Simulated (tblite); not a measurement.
A geometry optimisation, step by step.

Compound: C4H11GeNSi.
Atom-mapped SMILES: `[CH:1]#[C:2][Si@@:3]([NH2:4])([GeH3:5])[CH2:6][CH3:7]` (hydrogens: H8 on C1; H9, H10 on N4; H11, H12, H13 on Ge5; H14, H15 on C6; H16, H17, H18 on C7)

Computed with GFN2-xTB (tblite), gas phase: L-BFGS steps from a force-field or distance-geometry start until the largest atomic force falls under 0.01 eV/Å. 10 of its 154 geometries are shown.

Step 0: E = -562.0177 eV, largest atomic force 2.171 eV/Å
```
atom  x, y, z in Å  |  force x, y, z in eV/Å
C1     -0.643    2.600    1.052    0.148  -0.307  -0.275
C2     -0.271    1.630    0.422   -0.727   1.686   1.104
Si3     0.307    0.172   -0.516    0.639   0.777  -1.924
N4      0.365    0.673   -2.226    0.052  -0.904   1.462
Ge5     2.328   -0.454    0.362    0.519  -0.261   0.160
C6     -0.871   -1.252   -0.279    0.277  -0.646  -0.905
C7     -1.779   -0.889    0.858   -0.816  -1.325   0.710
H8     -0.971    3.469    1.594    0.246  -0.651  -0.384
H9     -0.364    1.311   -2.498    0.443   0.124  -0.333
H10     1.289    0.800   -2.612   -0.445   0.383  -0.176
H11     3.364   -0.686   -0.771   -0.125   0.112   0.688
H12     2.141   -1.832    1.048    0.356   0.542  -0.146
H13     2.841    0.550    1.432    0.094  -0.603  -0.482
H14    -0.267   -2.181   -0.049   -0.825   0.772  -0.366
H15    -1.442   -1.367   -1.224    0.245  -0.478   0.650
H16    -2.198   -1.844    1.263    0.120   0.776   0.057
H17    -1.202   -0.381    1.649   -0.693  -0.163  -0.260
H18    -2.636   -0.313    0.485    0.492   0.165   0.421
```

Step 17: E = -562.5199 eV, largest atomic force 0.171 eV/Å
```
atom  x, y, z in Å  |  force x, y, z in eV/Å
C1     -0.663    2.656    1.060    0.059  -0.128  -0.092
C2     -0.308    1.706    0.413    0.002   0.078   0.090
Si3     0.300    0.241   -0.566   -0.166  -0.033  -0.021
N4      0.391    0.651   -2.244    0.063  -0.001  -0.037
Ge5     2.368   -0.451    0.326    0.055   0.004   0.004
C6     -0.923   -1.214   -0.297   -0.020   0.017   0.083
C7     -1.856   -0.964    0.885    0.034   0.048  -0.018
H8     -0.977    3.485    1.625   -0.031   0.048   0.024
H9     -0.311    1.259   -2.641    0.049  -0.121   0.055
H10     1.290    0.869   -2.642    0.000   0.011   0.009
H11     3.512   -0.676   -0.625   -0.030   0.007  -0.047
H12     2.284   -1.767    1.050   -0.013   0.020  -0.035
H13     2.995    0.437    1.362   -0.031   0.039  -0.010
H14    -0.321   -2.102   -0.083   -0.011  -0.035  -0.024
H15    -1.521   -1.448   -1.177    0.079   0.076  -0.048
H16    -2.311   -1.886    1.243    0.005  -0.008  -0.052
H17    -1.304   -0.510    1.706   -0.068  -0.062   0.073
H18    -2.652   -0.281    0.595    0.025   0.040   0.045
```

Step 34: E = -562.5847 eV, largest atomic force 0.130 eV/Å
```
atom  x, y, z in Å  |  force x, y, z in eV/Å
C1     -0.666    2.702    1.081    0.013  -0.061  -0.055
C2     -0.273    1.752    0.455   -0.062   0.045   0.025
Si3     0.309    0.262   -0.497   -0.013  -0.019  -0.015
N4      0.507    0.516   -2.196   -0.078   0.075  -0.052
Ge5     2.413   -0.404    0.277    0.097  -0.021   0.084
C6     -0.961   -1.148   -0.262    0.006  -0.041  -0.045
C7     -1.921   -1.000    0.910    0.045   0.054   0.012
H8     -1.014    3.532    1.625    0.007   0.040   0.029
H9     -0.266    0.862   -2.743    0.007  -0.061   0.031
H10     1.361    0.944   -2.520   -0.009  -0.007   0.037
H11     3.516   -0.584   -0.736   -0.096  -0.005   0.048
H12     2.373   -1.724    0.999    0.071   0.047  -0.019
H13     3.044    0.521    1.280    0.007  -0.038   0.004
H14    -0.392   -2.069   -0.131    0.012  -0.099  -0.010
H15    -1.545   -1.272   -1.172   -0.023  -0.005  -0.090
H16    -2.535   -1.894    1.024    0.011   0.046  -0.033
H17    -1.383   -0.841    1.842    0.054   0.004   0.019
H18    -2.575   -0.148    0.752   -0.049   0.046   0.030
```

Step 51: E = -562.6062 eV, largest atomic force 0.062 eV/Å
```
atom  x, y, z in Å  |  force x, y, z in eV/Å
C1     -0.675    2.704    1.076    0.010  -0.017  -0.017
C2     -0.313    1.735    0.461    0.026   0.003   0.005
Si3     0.307    0.240   -0.470   -0.048   0.033  -0.020
N4      0.525    0.491   -2.165   -0.029   0.015  -0.037
Ge5     2.420   -0.387    0.326    0.041  -0.018   0.015
C6     -0.981   -1.158   -0.294   -0.002   0.012   0.006
C7     -1.910   -0.989    0.900   -0.009  -0.006   0.009
H8     -0.998    3.550    1.614    0.000  -0.023  -0.016
H9     -0.267    0.701   -2.752    0.005  -0.014   0.035
H10     1.329    1.006   -2.484    0.006   0.003   0.029
H11     3.450   -0.537   -0.758    0.014   0.004   0.016
H12     2.478   -1.714    1.028   -0.006   0.007   0.003
H13     3.093    0.536    1.300   -0.018   0.008  -0.004
H14    -0.450   -2.108   -0.198   -0.022  -0.011  -0.020
H15    -1.578   -1.224   -1.205   -0.004  -0.004   0.012
H16    -2.603   -1.826    0.976   -0.004  -0.019  -0.010
H17    -1.344   -0.936    1.829    0.013   0.020  -0.022
H18    -2.493   -0.075    0.805    0.028   0.007   0.017
```

Step 68: E = -562.6113 eV, largest atomic force 0.066 eV/Å
```
atom  x, y, z in Å  |  force x, y, z in eV/Å
C1     -0.661    2.681    1.052   -0.006   0.012  -0.003
C2     -0.288    1.707    0.452   -0.002  -0.004  -0.004
Si3     0.317    0.208   -0.484   -0.047   0.042   0.020
N4      0.524    0.485   -2.176   -0.007  -0.009   0.012
Ge5     2.430   -0.393    0.337    0.014  -0.013   0.011
C6     -1.006   -1.159   -0.316    0.008  -0.005  -0.013
C7     -1.893   -0.989    0.910    0.005  -0.011  -0.008
H8     -0.995    3.531    1.578    0.016  -0.028  -0.012
H9     -0.283    0.674   -2.750    0.010   0.001  -0.002
H10     1.296    1.060   -2.471    0.016   0.000  -0.026
H11     3.499   -0.524   -0.711   -0.009   0.001   0.010
H12     2.504   -1.705    1.065   -0.005   0.005  -0.003
H13     3.042    0.568    1.317   -0.011  -0.004  -0.004
H14    -0.513   -2.131   -0.265    0.017  -0.009   0.004
H15    -1.629   -1.177   -1.210   -0.016   0.017   0.008
H16    -2.614   -1.802    0.987    0.000  -0.009  -0.012
H17    -1.296   -0.979    1.820    0.010   0.012  -0.002
H18    -2.441   -0.051    0.855    0.008   0.003   0.024
```

Step 85: E = -562.6224 eV, largest atomic force 0.102 eV/Å
```
atom  x, y, z in Å  |  force x, y, z in eV/Å
C1     -0.648    2.706    1.015   -0.009   0.008  -0.015
C2     -0.303    1.751    0.371    0.005  -0.028  -0.022
Si3     0.290    0.239   -0.548   -0.004  -0.070  -0.014
N4      0.532    0.465   -2.245   -0.037   0.016   0.027
Ge5     2.344   -0.393    0.405   -0.050   0.078  -0.042
C6     -1.049   -1.112   -0.372    0.002   0.009  -0.005
C7     -1.782   -1.042    0.961    0.027  -0.001   0.014
H8     -0.961    3.543    1.571   -0.007   0.027   0.009
H9     -0.262    0.695   -2.823    0.038  -0.025   0.017
H10     1.342    0.969   -2.569    0.002  -0.007   0.049
H11     3.480   -0.505   -0.573    0.017  -0.018   0.014
H12     2.383   -1.705    1.137   -0.006   0.042  -0.016
H13     2.867    0.594    1.413    0.008  -0.063  -0.007
H14    -0.576   -2.093   -0.470   -0.012   0.025   0.016
H15    -1.772   -1.040   -1.187    0.007   0.046   0.031
H16    -2.520   -1.839    1.042   -0.001   0.021   0.002
H17    -1.083   -1.143    1.791    0.013  -0.007  -0.033
H18    -2.291   -0.085    1.070    0.006  -0.053  -0.026
```

Step 102: E = -562.6404 eV, largest atomic force 0.044 eV/Å
```
atom  x, y, z in Å  |  force x, y, z in eV/Å
C1     -0.644    2.763    0.934    0.004  -0.023  -0.011
C2     -0.339    1.812    0.261    0.003   0.010   0.006
Si3     0.245    0.267   -0.609   -0.001   0.000   0.010
N4      0.577    0.395   -2.297    0.010   0.022   0.006
Ge5     2.238   -0.341    0.470   -0.011  -0.013   0.009
C6     -1.150   -1.019   -0.429   -0.017   0.018   0.004
C7     -1.606   -1.154    1.016    0.005  -0.023  -0.009
H8     -0.922    3.594    1.518   -0.015   0.013  -0.039
H9     -0.175    0.575   -2.943   -0.010  -0.003   0.009
H10     1.405    0.886   -2.593    0.015   0.011   0.007
H11     3.467   -0.456   -0.388   -0.020  -0.002   0.004
H12     2.201   -1.653    1.197    0.016  -0.020  -0.007
H13     2.663    0.619    1.545    0.010  -0.009  -0.013
H14    -0.811   -1.990   -0.793    0.007   0.022  -0.004
H15    -2.001   -0.732   -1.046   -0.004   0.011  -0.019
H16    -2.424   -1.867    1.103   -0.001  -0.030   0.014
H17    -0.785   -1.497    1.643    0.023  -0.001   0.025
H18    -1.948   -0.195    1.399   -0.013   0.018   0.011
```

Step 119: E = -562.6529 eV, largest atomic force 0.036 eV/Å
```
atom  x, y, z in Å  |  force x, y, z in eV/Å
C1     -0.690    2.845    0.830   -0.008   0.012   0.007
C2     -0.340    1.855    0.243   -0.011  -0.002  -0.024
Si3     0.232    0.287   -0.591   -0.002  -0.003   0.013
N4      0.615    0.417   -2.270   -0.006   0.005   0.003
Ge5     2.196   -0.395    0.494   -0.013  -0.005   0.008
C6     -1.199   -0.959   -0.419    0.018   0.001  -0.004
C7     -1.532   -1.224    1.042   -0.012   0.008   0.001
H8     -1.003    3.711    1.342    0.002   0.008  -0.010
H9     -0.111    0.593   -2.945   -0.010   0.003   0.034
H10     1.450    0.917   -2.529    0.004  -0.002  -0.002
H11     3.409   -0.490   -0.383    0.027  -0.007  -0.014
H12     2.169   -1.730    1.181   -0.007   0.003  -0.015
H13     2.648    0.532    1.585    0.005  -0.002   0.013
H14    -0.926   -1.897   -0.904    0.006  -0.004  -0.008
H15    -2.088   -0.586   -0.928   -0.002  -0.006  -0.011
H16    -2.288   -2.001    1.139   -0.014  -0.009   0.000
H17    -0.643   -1.547    1.585    0.022  -0.024   0.006
H18    -1.907   -0.321    1.517    0.001   0.021   0.004
```

Step 136: E = -562.6558 eV, largest atomic force 0.023 eV/Å
```
atom  x, y, z in Å  |  force x, y, z in eV/Å
C1     -0.712    2.876    0.800   -0.001   0.004   0.006
C2     -0.351    1.867    0.254    0.010   0.001  -0.004
Si3     0.238    0.296   -0.564   -0.005  -0.006  -0.001
N4      0.604    0.434   -2.246    0.007   0.012   0.005
Ge5     2.212   -0.408    0.489   -0.002   0.004  -0.002
C6     -1.180   -0.966   -0.410    0.002  -0.017   0.008
C7     -1.540   -1.231    1.045    0.000   0.008   0.000
H8     -1.032    3.756    1.280   -0.002   0.002  -0.006
H9     -0.135    0.640   -2.899   -0.001   0.003  -0.003
H10     1.443    0.924   -2.511    0.003   0.005  -0.014
H11     3.414   -0.508   -0.405    0.003   0.005  -0.007
H12     2.165   -1.762    1.137   -0.002   0.004   0.008
H13     2.695    0.484    1.597   -0.008  -0.014   0.005
H14    -0.881   -1.902   -0.885   -0.016   0.014   0.005
H15    -2.062   -0.607   -0.941    0.011  -0.019   0.006
H16    -2.299   -2.007    1.128   -0.008  -0.005  -0.003
H17    -0.662   -1.554    1.604    0.001  -0.007  -0.003
H18    -1.924   -0.327    1.513    0.008   0.006   0.001
```

Step 153: E = -562.6569 eV, largest atomic force 0.010 eV/Å
```
atom  x, y, z in Å  |  force x, y, z in eV/Å
C1     -0.716    2.894    0.768    0.000  -0.005  -0.005
C2     -0.350    1.877    0.240   -0.005   0.007   0.005
Si3     0.235    0.299   -0.567    0.002   0.004   0.000
N4      0.603    0.443   -2.248    0.000  -0.002   0.000
Ge5     2.198   -0.413    0.500    0.001   0.000   0.001
C6     -1.186   -0.959   -0.406   -0.001   0.003   0.002
C7     -1.512   -1.250    1.051   -0.004   0.000   0.001
H8     -1.041    3.782    1.231    0.004  -0.004  -0.001
H9     -0.136    0.652   -2.900    0.002   0.000  -0.002
H10     1.441    0.934   -2.514    0.000   0.000  -0.001
H11     3.414   -0.497   -0.378    0.005   0.006   0.000
H12     2.144   -1.775    1.129    0.001  -0.004  -0.001
H13     2.658    0.460    1.631    0.000  -0.003   0.001
H14    -0.908   -1.887   -0.908   -0.002   0.000   0.003
H15    -2.079   -0.585   -0.907   -0.002   0.001  -0.002
H16    -2.300   -1.997    1.137   -0.004  -0.005   0.003
H17    -0.631   -1.625    1.573    0.003   0.001   0.000
H18    -1.844   -0.344    1.556    0.001   0.000  -0.003
```

**Question.** Summarise the path.

**Answer.** The energy falls by 0.6392 eV from step 0 to step 153; nine tenths of that is first reached at step 37. It rises by more than 0.2 meV at steps 2, 91 and 94. The largest force goes from 2.171 to 0.010 eV/Å. Among the bonds Si3–N4 changes most, from 1.783 to 1.727 Å; the atoms move by 0.673 Å rms after alignment.

**Question.** Follow the three bonds and two angles with the largest change from start to end.

**Answer.** 
```csv
step,E above end (eV),largest force (eV/Å),Si3–N4 (Å),Si3–Ge5 (Å),Ge5–H13 (Å),H11–Ge5–H13 (°),H9–N4–H10 (°)
0,0.6392,2.171,1.783,2.291,1.555,112.3,118.7
7,0.2162,0.390,1.729,2.303,1.485,107.4,108.3
13,0.1517,0.295,1.731,2.364,1.503,102.5,110.3
20,0.1254,0.189,1.729,2.361,1.503,102.9,109.2
27,0.0959,0.257,1.730,2.336,1.500,103.1,110.2
33,0.0754,0.166,1.731,2.343,1.502,102.5,108.8
40,0.0586,0.129,1.727,2.345,1.497,102.7,110.4
47,0.0522,0.059,1.727,2.350,1.501,103.0,110.1
53,0.0499,0.042,1.726,2.345,1.502,102.7,109.8
60,0.0473,0.074,1.728,2.343,1.501,102.5,109.8
67,0.0458,0.040,1.728,2.347,1.502,102.7,109.9
73,0.0448,0.044,1.728,2.349,1.501,102.8,109.8
80,0.0420,0.128,1.725,2.343,1.500,102.8,110.1
86,0.0333,0.096,1.728,2.350,1.505,102.7,109.7
93,0.0235,0.059,1.725,2.343,1.500,103.0,110.1
100,0.0175,0.118,1.726,2.346,1.502,103.1,109.8
106,0.0148,0.113,1.724,2.345,1.502,102.5,110.3
113,0.0088,0.112,1.725,2.344,1.500,102.2,110.3
120,0.0039,0.030,1.727,2.346,1.501,102.8,109.8
126,0.0027,0.023,1.726,2.346,1.503,103.1,110.0
133,0.0014,0.028,1.727,2.345,1.502,102.8,109.7
140,0.0006,0.023,1.727,2.347,1.501,102.7,109.9
146,0.0003,0.018,1.727,2.344,1.501,103.0,109.8
153,0.0000,0.010,1.727,2.345,1.501,103.0,109.8
```

The cost below is that of the whole relaxation. The run took 2.1 s on one thread of an Arm Neoverse N1, shared host with 64 logical CPUs at a one-minute load of 58.
